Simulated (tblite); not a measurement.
C₅H₆BBrCl₂.
SMILES with atom numbers: `[Cl:1][CH2:2][CH2:3][CH2:4][C:5]#[C:6][B:7]([Cl:8])[Br:9]` (hydrogens: H10, H11 on C2; H12, H13 on C3; H14, H15 on C4)

Computed with GFN2-xTB (tblite), gas phase: L-BFGS steps from a force-field or distance-geometry start until the largest atomic force falls under 0.01 eV/Å.

Step 10: E = -767.3016 eV
```
atom  x, y, z in Å  |  force x, y, z in eV/Å
Cl1    -3.1919    0.3054    1.4377    0.064  -0.043   0.005
C2     -2.5544   -0.7742    0.1554   -0.044   0.078   0.048
C3     -1.0366   -0.7866    0.1259    0.074   0.109   0.002
C4     -0.4495    0.6177   -0.0798    0.032  -0.013   0.000
C5      0.9908    0.5926   -0.1047    0.133  -0.011   0.009
C6      2.2017    0.5672   -0.1109   -0.031   0.036  -0.172
B7      3.6884    0.5971   -0.3003    0.044  -0.008   0.058
Cl8     4.5156   -0.7523   -0.9992   -0.058   0.038   0.046
Br9     4.6861    2.1363    0.1779   -0.084  -0.065  -0.009
H10    -2.9753   -0.4095   -0.7800    0.028   0.022  -0.058
H11    -2.9441   -1.7654    0.3706   -0.037  -0.094  -0.001
H12    -0.7212   -1.4281   -0.7010   -0.005  -0.036   0.034
H13    -0.6453   -1.2102    1.0535   -0.043   0.035  -0.010
H14    -0.7996    1.0292   -1.0332   -0.001   0.003   0.058
H15    -0.7691    1.2890    0.7224   -0.071  -0.052  -0.011
```

Step 11: E = -767.3047 eV
```
atom  x, y, z in Å  |  force x, y, z in eV/Å
Cl1    -3.1894    0.3042    1.4397    0.060  -0.042   0.000
C2     -2.5540   -0.7738    0.1549   -0.054   0.050   0.063
C3     -1.0367   -0.7867    0.1255    0.080   0.100  -0.011
C4     -0.4505    0.6173   -0.0797    0.078   0.014   0.009
C5      0.9912    0.5908   -0.1017    0.156   0.013  -0.029
C6      2.2023    0.5712   -0.1253   -0.088   0.016  -0.104
B7      3.6919    0.5942   -0.2985   -0.041   0.050   0.030
Cl8     4.5116   -0.7543   -0.9971   -0.005  -0.004   0.034
Br9     4.6819    2.1382    0.1804   -0.061  -0.071  -0.002
H10    -2.9744   -0.4086   -0.7800    0.020   0.035  -0.069
H11    -2.9457   -1.7651    0.3687   -0.027  -0.084  -0.001
H12    -0.7189   -1.4317   -0.6981   -0.015  -0.021   0.031
H13    -0.6452   -1.2062    1.0543   -0.044   0.020   0.008
H14    -0.7953    1.0332   -1.0341   -0.007  -0.018   0.088
H15    -0.7731    1.2854    0.7254   -0.052  -0.057  -0.045
```

Step 12: E = -767.3071 eV
```
atom  x, y, z in Å  |  force x, y, z in eV/Å
Cl1    -3.1864    0.3025    1.4413    0.045  -0.030   0.011
C2     -2.5545   -0.7731    0.1551   -0.030   0.006   0.033
C3     -1.0358   -0.7854    0.1249    0.043   0.045  -0.011
C4     -0.4494    0.6173   -0.0795    0.080   0.024   0.015
C5      0.9927    0.5897   -0.0999    0.095   0.036  -0.053
C6      2.2030    0.5747   -0.1390   -0.083   0.000  -0.046
B7      3.6935    0.5932   -0.2980   -0.083   0.068   0.000
Cl8     4.5080   -0.7559   -0.9940    0.040  -0.044   0.020
Br9     4.6768    2.1378    0.1828   -0.024  -0.044   0.012
H10    -2.9735   -0.4070   -0.7807    0.018   0.032  -0.050
H11    -2.9477   -1.7661    0.3672    0.000  -0.035  -0.011
H12    -0.7169   -1.4352   -0.6948   -0.022  -0.002   0.025
H13    -0.6456   -1.2022    1.0549   -0.040   0.009   0.027
H14    -0.7912    1.0364   -1.0333   -0.014  -0.023   0.082
H15    -0.7774    1.2810    0.7271   -0.025  -0.041  -0.051
```

Step 13: E = -767.3085 eV
```
atom  x, y, z in Å  |  force x, y, z in eV/Å
Cl1    -3.1839    0.3010    1.4424    0.031  -0.018   0.024
C2     -2.5553   -0.7726    0.1555    0.005  -0.019  -0.009
C3     -1.0347   -0.7839    0.1245    0.000  -0.009   0.002
C4     -0.4471    0.6175   -0.0791    0.038   0.010   0.016
C5      0.9942    0.5899   -0.0999   -0.002   0.047  -0.055
C6      2.2032    0.5768   -0.1477   -0.031  -0.006  -0.019
B7      3.6928    0.5942   -0.2989   -0.060   0.042  -0.025
Cl8     4.5063   -0.7574   -0.9912    0.054  -0.052   0.016
Br9     4.6729    2.1362    0.1847    0.005  -0.010   0.023
H10    -2.9728   -0.4052   -0.7816    0.020   0.021  -0.021
H11    -2.9492   -1.7673    0.3661    0.024   0.010  -0.021
H12    -0.7157   -1.4375   -0.6921   -0.023   0.009   0.015
H13    -0.6463   -1.1994    1.0556   -0.034   0.004   0.036
H14    -0.7884    1.0382   -1.0314   -0.022  -0.016   0.050
H15    -0.7804    1.2775    0.7273   -0.004  -0.014  -0.031
```

**Question.** Estimate the geometry and energy of step 14. (The exact step hangs on the optimiser's Hessian estimate; all steps are aligned on step 13, rigid shifts and turns removed.)

**Answer.** E = -767.3091 eV, largest force 0.083 eV/Å
```
atom  x, y, z in Å  |  force x, y, z in eV/Å
Cl1    -3.1822    0.3000    1.4434    0.023  -0.013   0.028
C2     -2.5556   -0.7726    0.1554    0.024  -0.016  -0.030
C3     -1.0341   -0.7832    0.1244   -0.018  -0.031   0.015
C4     -0.4455    0.6176   -0.0787   -0.007  -0.007   0.011
C5      0.9948    0.5909   -0.1009   -0.051   0.045  -0.047
C6      2.2029    0.5777   -0.1522    0.006  -0.005  -0.013
B7      3.6913    0.5956   -0.3002   -0.017   0.009  -0.040
Cl8     4.5064   -0.7591   -0.9893    0.046  -0.035   0.022
Br9     4.6710    2.1351    0.1861    0.016   0.005   0.026
H10    -2.9722   -0.4040   -0.7823    0.021   0.013  -0.002
H11    -2.9497   -1.7679    0.3652    0.032   0.025  -0.026
H12    -0.7153   -1.4385   -0.6906   -0.018   0.008   0.006
H13    -0.6471   -1.1979    1.0565   -0.031   0.001   0.036
H14    -0.7873    1.0389   -1.0295   -0.030  -0.008   0.020
H15    -0.7819    1.2755    0.7270    0.005   0.008  -0.006
```

The energy changes by -0.0007 eV. The first-order estimate −F·Δx gives -0.0009 eV and the mean of the old and new forces, exact on a quadratic surface, -0.0007 eV. The step makes an angle of 55° with the force vector and moves no atom by more than 0.005 Å.

The cost below is that of the whole relaxation. The run took 2.2 s of wall time on Arm Neoverse N1, one thread, no GPU, shared host.
